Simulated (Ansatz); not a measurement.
1-methylcyclopentene (C₆H₁₀), SMILES CC1=CCCC1.

The structure is a stationary point at r2SCAN-D4/def2-SVP. Other conformers were not sampled.

Two levels are set side by side: PBE/def2-SVPD (Ansatz, an electronic-structure program) and ωB97X-V/def2-SVPD (Ansatz). Energy differences of separate SCF runs at the same geometry; the states with an electron removed or added have multiplicity 2 and 2. Differences are taken from unrounded values.

```csv
quantity,ωB97X-V
vertical ionisation energy (eV),8.61
vertical singlet–triplet gap (eV),4.29
```

Problem. What does PBE give, and how far is it from ωB97X-V? (The exact figures need the calculation; the answer reports its results.)

Solution. 
```csv
quantity,PBE,PBE minus ωB97X-V
vertical ionisation energy (eV),8.40,-0.21
vertical singlet–triplet gap (eV),4.16,-0.13
```
